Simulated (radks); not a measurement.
The fluorine anion F- inside a hard spherical wall (all orbitals vanish at R), configuration held at [Ne] and not refilled when levels cross. Method: scalar-relativistic Kohn-Sham, PBE, spin-polarised, spherical densities, point nucleus; computed with a radial shooting solver on a logarithmic mesh with Libxc functionals. Eigenvalues in eV for spin up, with the zero of energy where the potential of the charges vanishes at infinity; a dash marks a level that is unbound or too diffuse for the functional's potential to be trusted. A positive occupied level is held by the wall or, in an anion where self-interaction has pushed it up, behind a barrier. The pressure on the wall is -dE/dV.

R (bohr)  E (hartree)  kinetic (hartree)    e(1s)    e(2s)   e(2p)  e(3s, empty)  e(3p, empty)  pressure (GPa)
20          -99.90457             99.799  -649.32  -16.980   1.322         2.400         2.598        < 0.0001
15          -99.90453             99.799  -649.30  -16.956   1.345         3.227         3.644        0.000227
10          -99.90397             99.802  -649.16  -16.836   1.458         4.962         6.077         0.00846
7           -99.89967             99.821  -648.67  -16.413   1.865         7.871        10.265           0.191
5           -99.87304             99.931  -647.04  -15.136   3.145        13.948        18.348            3.15
4           -99.80342            100.204  -644.30  -13.193   5.207        22.297        28.317            18.9
3           -99.48144            101.395  -636.13   -7.840  11.203        44.726        52.207             177
2           -97.23339            108.341  -604.60   13.504  35.005        130.25        132.33            3300
